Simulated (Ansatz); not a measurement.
**The standard entropy of CI4 (tetraiodomethane) from a frequency calculation**

A singlet with charge 0, relaxed at HF/3-21G (Ansatz 0.2.0):

```xyz
5

I    -1.0304   -0.0617    1.9570
C     0.0000    0.0000    0.0000
I     1.7108   -1.4029    0.0231
I    -1.4142   -0.5874   -1.5971
I     0.7337    2.0520   -0.3830
```

Harmonic wavenumbers in cm⁻¹: 94, 94, 139, 139, 139, 192, 662, 662, 662.

Masses in u: I 126.904, C 12.011. Take T = 298.15 K, p = 1 bar, R = 8.3145 J/(mol K), kT/hc = 207.22 cm⁻¹, rigid rotor and harmonic oscillator.

Task: Work out S° at 298 K.

Result: 
1. Translation (Sackur–Tetrode): S = R[3/2 ln M + 5/2 ln T − 1.1517] with M = 519.627 gives 186.8 J/(mol K).
2. Rotation: principal moments 1656.534, 1656.775, 1656.840 u Å² give A, B, C = 0.0102, 0.0102, 0.0102 cm⁻¹; the symmetry number is σ = 12; q = (√π/σ)√((kT/hc)³/ABC) = 427702; S = R(ln q + 3/2) = 120.3.
3. Vibration: with u = ν̃/207.22, each mode gives R[u/(eᵘ − 1) − ln(1 − e⁻ᵘ)]; the sum is 79.0, most from 94 cm⁻¹ (15.0), 94 cm⁻¹ (15.0), 139 cm⁻¹ (11.8).
4. Spin: R ln 1 = 0.0.
5. Sum: 186.8 + 120.3 + 79.0 + 0.0 = 386.1 J/(mol K).

The tabulated value is 391.9 J/(mol K) (CRC Handbook of Chemistry and Physics): the model is off by -5.8.
